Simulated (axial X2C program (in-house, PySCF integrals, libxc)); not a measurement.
Low determinants of CrSi⁺ at the PBE0 level, 2c

Computed with an axial X2C code built on PySCF integrals. Two-component (2c) means X2C with spin–orbit coupling and atomic mean-field two-electron Coulomb and Gaunt terms. Basis: Cr dyall-cv3z [9s10p6d3f2g], Si dyall-v3z [8s7p2d1f] (cores contracted in-house); Gaussian nuclei, density fitting, unrestricted open shells. Masses: Cr 51.941 u, Si 27.977 u.

Search at 2.481 Å (vertical energies from the lowest determinant):

```json
{"ΔE (eV)": "0.00", "state": "Ω = 5/2", "electrons beyond evenly filled partner blocks": "ω = 5/2", "electrons in ±ω = 1/2, 3/2, 5/2, 7/2": "28 8 1 0"}
{"ΔE (eV)": "0.15", "state": "Ω = 9/2", "electrons beyond evenly filled partner blocks": "ω = 1/2, ω = 3/2, ω = 5/2", "electrons in ±ω = 1/2, 3/2, 5/2, 7/2": "27 9 1 0"}
{"ΔE (eV)": "0.19", "state": "Ω = 7/2", "electrons beyond evenly filled partner blocks": "2 × ω = 1/2, ω = 5/2", "electrons in ±ω = 1/2, 3/2, 5/2, 7/2": "28 8 1 0"}
{"ΔE (eV)": "0.21", "state": "Ω = 3/2", "electrons beyond evenly filled partner blocks": "ω = 1/2, ω = -3/2, ω = 5/2", "electrons in ±ω = 1/2, 3/2, 5/2, 7/2": "27 9 1 0"}
{"ΔE (eV)": "0.34", "state": "Ω = 1/2", "electrons beyond evenly filled partner blocks": "ω = -1/2, ω = -3/2, ω = 5/2", "electrons in ±ω = 1/2, 3/2, 5/2, 7/2": "27 9 1 0"}
{"ΔE (eV)": "0.77", "state": "Ω = 3/2", "electrons beyond evenly filled partner blocks": "2 × ω = -1/2, ω = 5/2", "electrons in ±ω = 1/2, 3/2, 5/2, 7/2": "28 8 1 0"}
{"ΔE (eV)": "0.80", "state": "Ω = 7/2", "electrons beyond evenly filled partner blocks": "ω = -1/2, ω = 3/2, ω = 5/2", "electrons in ±ω = 1/2, 3/2, 5/2, 7/2": "27 9 1 0"}
```

Lowest determinant, Ω = 5/2 (⟨Sz⟩ = 2.50, ⟨Lz⟩ = 0.00 at PBE0): Re = 2.478 Å, ωe = 310.1 cm⁻¹.

The determinant in row 2 of the search, Ω = 9/2 (⟨Sz⟩ = 3.50, ⟨Lz⟩ = 1.00 at PBE0), was followed along the bond at PBE0; measured from the minimum of the lowest determinant it gives:

Te = 0.136 eV (1095 cm⁻¹), Re = 2.568 Å, ωe = 237.7 cm⁻¹.

Q: Compare the bond of the determinant in row 2 with that of the lowest one.

A: At PBE0 its Re is 0.090 Å longer and its force constant, which goes as ωe², is 0.59 times that of the lowest determinant. T0 ≈ Te + Δωe/2 = 1095 + (-36) = 1059 cm⁻¹.

The search compares states at one distance, so a state with another bond length can lie lower; it is not exhaustive and yields mostly the lowest determinant of each block pattern, so other components and higher states of one pattern are missing. These are energies of single determinants, not of spin-adapted states; PBE0 term energies can be off by some tenths of an eV, and the functional has no current term. The lowest determinant need not be the ground state where others lie within half an eV.
